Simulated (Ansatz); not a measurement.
C₃H₈Ge, SMILES `[CH3][GeH]1[CH2][CH2]1` at its PBE0-D4/def2-TZVP geometry, where that method's forces vanish. The species carries charge 0 and has multiplicity 1.

```xyz
12

C    -1.9212    0.0645   -0.2904
Ge   -0.1310    0.7469    0.0337
C     1.3986   -0.2768   -0.5821
C     1.1666   -0.3855    0.9284
H    -2.5907    0.3329    0.5272
H    -2.3236    0.4634   -1.2219
H    -1.8757   -1.0225   -0.3646
H     0.0409    2.2587    0.1691
H     1.2112   -1.1704   -1.1687
H     2.2864    0.2572   -0.9028
H     0.8321   -1.3481    1.3016
H     1.9065    0.0796    1.5706
```

Task: What forces (eV/Å) does PBE-D4/def2-TZVPP give on these atoms in the Gaussian-basis code of Ansatz? (An estimate is asked.)

Result: The calculation gave: 
```
C1  -0.029 -0.016 -0.006
Ge2 -0.202  0.240 -0.014
C3   0.120 -0.074 -0.078
C4   0.095 -0.083  0.099
H5  -0.126  0.051  0.157
H6  -0.075  0.075 -0.178
H7   0.006 -0.208 -0.014
H8   0.032  0.154  0.016
H9  -0.044 -0.166 -0.131
H10  0.167  0.112 -0.078
H11 -0.077 -0.182  0.087
H12  0.133  0.096  0.141
```
